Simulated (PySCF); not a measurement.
An unknown is described by computed data only.

Formula: C3H9NO2Si2.

| Quantity | Value |
| --- | --- |
| Triplet | lowest triplet excitation (Tamm–Dancoff): 2.75 eV [TDA CAM-B3LYP/def2-SVPD] |
| Polarisability | 104.4 au [CAM-B3LYP/def2-SVPD] |
| UV, first state | lowest singlet excitation: 3.38 eV (367 nm, f = 0.001) [TDDFT CAM-B3LYP/def2-SVPD] |
| UV, strongest line | among the 8 lowest singlet transitions: S3 at 5.34 eV (232 nm, f = 0.080) [TDDFT CAM-B3LYP/def2-SVPD] |
| 1H NMR | chemical shifts (computed TMS as zero) by class: 9.71 (1 H), 5.47 (1 H), 5.03 (1 H), 4.05 (1 H), 3.33 (3 H), 1.77 (2 H) ppm [GIAO PBE0/pcSseg-1] |
| Dipole | 1.80 D [CAM-B3LYP/def2-SVPD] |
| NMR, other nuclei | isotropic shieldings of nuclei other than C and H, by class: 252 (1 N), -535 (1 O), -363 (1 O), 399 (1 Si), 468 (1 Si) ppm [GIAO PBE0/pcSseg-1] |
| 13C NMR | chemical shifts (computed TMS as zero) by class: 241.1 (1 C), 202.3 (1 C), 72.1 (1 C) ppm [GIAO PBE0/pcSseg-1] |
| Rotational structure | rotational constants A, B, C: 2.350, 0.877, 0.714 GHz [GFN2-xTB] |

Electronic properties: PySCF, gas phase, density fitting. Levels stand in brackets. The structure is a single GFN2-xTB conformer in the gas phase; no vibrational or solvent corrections. GFN2-xTB frequencies show an imaginary mode (25i cm⁻¹), so this geometry is no minimum at that level. Each NMR value is the plain mean over a class of atoms that symmetry, rotation or inversion makes alike.

Task: Give a SMILES that accounts for the data.

Result: Numbering: `[NH2:1][Si@H:2]([SiH3:3])[C:4](=[O:5])[CH2:6][CH:7]=[O:8]`. Its formula, C3H9NO2Si2, gives 2 degrees of unsaturation: 0 rings and 2 π bonds in the structure found. 3 carbons fall into 3 classes; from least to most shielded: carbonyl carbon [C4] (241.1 ppm), aldehyde carbon [C7] (202.3 ppm), sp3 carbon next to a carbonyl [C6] (72.1 ppm). Hydrogen classes from least to most shielded: 1 H on an aldehyde carbon, C7 (9.71 ppm), 1 H on an sp3 carbon next to a carbonyl, C6 (5.47 ppm), 1 H on an SiH silicon, Si2 (5.03 ppm), 1 H on an sp3 carbon next to a carbonyl, C6 (4.05 ppm), 3 H on an SiH3 silicon, Si3 (3.33 ppm), 2 H on a silicon-bound nitrogen, N1 (1.77 ppm, a mean of values up to 2.9 ppm apart in this geometry). The other shieldings belong to: 252 ppm, silicon-bound nitrogen [N1]; -535 ppm, carbonyl oxygen [O5]; -363 ppm, aldehyde oxygen [O8]; 399 ppm, SiH silicon [Si2]; 468 ppm, SiH3 silicon [Si3]. S1 is mainly HOMO→LUMO (weight 0.80); the largest Löwdin shares of the orbital it empties are 0.43 on the carbonyl oxygen, 0.17 on the carbonyl carbon, 0.12 on the sp3 carbon next to a carbonyl and 0.11 on the SiH silicon, of the orbital it fills 0.22 on the carbonyl carbon, 0.21 on the carbonyl oxygen, 0.17 on the aldehyde oxygen and 0.17 on the aldehyde carbon. The optimised geometry has point group C1 and is an asymmetric top. Structure: `N[Si@H]([SiH3])C(=O)CC=O`. Computed isomers that give other values at the same levels: `NC[C@@H]1[SiH2]O[SiH2]C1=O` (13C chemical shifts (computed TMS as zero) by class: 253.6 (1 C), 56.2 (1 C), 41.5 (1 C) ppm); `[H]/N=C\C(=C)O[SiH2]O[SiH3]` (13C chemical shifts (computed TMS as zero) by class: 167.5 (1 C), 160.2 (1 C), 114.6 (1 C) ppm); `C/C(C=O)=N/[SiH2]O[SiH3]` (13C chemical shifts (computed TMS as zero) by class: 193.8 (1 C), 181.3 (1 C), 27.2 (1 C) ppm). The assignments are read from this structure; whether some other isomer fits the data as well wasn't checked. The mirror image fits equally.

Conformer computed: `[NH2:1][Si@H:2]([SiH3:3])[C:4](=[O:5])[CH2:6][CH:7]=[O:8]`: N1–Si2–C4–O5 -172°, Si2–C4–C6–C7 -86°, C4–C6–C7–O8 83°, H–N1–Si2–Si3 163°, H–N1–Si2–Si3 -58°.
